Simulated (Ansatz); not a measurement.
Reaction (formal exchange of groups at the Si–C bond): `C[SiH]([GeH3])C#N` + CH₄ → `C[SiH](C)[GeH3]` + `C#N`

Gas-phase electronic energies from Ansatz, PBE0-D4/def2-TZVP geometries. CCSD(T)/CBS is the MP2 limit (def2-TZVPP, def2-QZVPP) plus CCSD(T) − MP2 in def2-TZVPP, frozen cores. This one scheme is used for every species. DFT in def2-TZVPP. B3LYP here is the variant with VWN-RPA as its local correlation; programs differ in this. For Ge outer-core shells are correlated without core-valence functions, which leaves a few kJ/mol of doubt a bond. Scalar relativity is left out up to krypton.

`C[SiH]([GeH3])C#N`:

Cartesian coordinates in Å:
```
C 1.467 1.056 0.025
Si 0.094 0.002 -0.669
Ge -1.785 -0.185 0.780
C 0.747 -1.717 -0.909
N 1.143 -2.794 -1.020
H 1.800 0.669 0.990
H 2.321 1.072 -0.655
H 1.118 2.082 0.167
H -0.323 0.459 -2.018
H -2.397 1.209 0.999
H -1.339 -0.746 2.139
H -2.847 -1.109 0.171
```

CH₄:

Z-matrix (Å, degrees):
```
C
H 1 1.090
H 1 1.090 2 109.5
H 1 1.090 2 109.5 3 -120.0
H 1 1.090 2 109.5 3 120.0
```

`C[SiH](C)[GeH3]`:

```xyz
14

C    -0.143    1.868   -0.056
Si    0.100    0.112    0.556
C     1.793   -0.540    0.080
Ge   -1.596   -1.302   -0.339
H    -1.121    2.256    0.236
H     0.622    2.530    0.359
H    -0.073    1.913   -1.146
H    -0.032    0.089    2.042
H     2.581    0.094    0.497
H     1.943   -1.556    0.452
H     1.913   -0.557   -1.006
H    -1.440   -2.757    0.143
H    -1.541   -1.322   -1.880
H    -3.006   -0.828    0.062
```

`C#N`:

Cartesian coordinates in Å:
```
C -0.002 -0.025 0.004
N 0.097 1.103 -0.170
H -0.095 -1.077 0.166
```

Problem. Is it downhill or uphill in electronic energy at CCSD(T)/CBS, and by how much? (Best estimate.)

Solution. The calculation gave: Uphill: ΔE = +12.6 kcal/mol.

Problem. What do these levels give: PBE-D4, B2PLYP, PBE0, B3LYP, SCS-MP2/def2-TZVPP, MP2/CBS(def2)? (An estimate is asked.)

Solution. Computed: PBE-D4 12.9, B2PLYP 13.9, PBE0 13.0, B3LYP 14.1, SCS-MP2/def2-TZVPP 13.7, MP2/CBS(def2) 13.1 kcal/mol.

Largest T1 diagnostic among the species: 0.014.

In def2-TZVPP, CCSD(T) changes the Hartree–Fock value by −1.8 kcal/mol (the triples alone add +0.1 kcal/mol) and MP2 by −1.3 kcal/mol.
